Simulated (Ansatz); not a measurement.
MoO2⁺ (the lowest doublet isomer of a short search) was relaxed with PBE0-D4 (def2-TZVP) in Ansatz in these states: charge +1 doublet, charge +1 quartet. The geometries follow in no particular order.

In the def2 sets Mo takes a core potential; there is no spin–orbit coupling.

A:

```xyz
3

Mo    0.442    0.131    0.083
O    -0.628    0.402    1.385
O     0.186   -0.533   -1.468
```

B:

```xyz
3

Mo    0.620   -0.232    0.005
O     0.040    1.068    0.825
O    -0.660   -0.835   -0.830
```

Task: Judge from the bond lengths which geometry belongs to which state (an estimate).

Result: A is the charge +1 quartet (Mo1–O3 1.706 Å, Mo1–O2 1.706 Å); B is the charge +1 doublet (Mo1–O3 1.643 Å, Mo1–O2 1.643 Å).

At PBE0-D4/def2-TZVP a doublet lies 2.24 eV below the charge +1 quartet. These are the stationary points nearest to one start from a short search; other shapes may lie lower in each state.
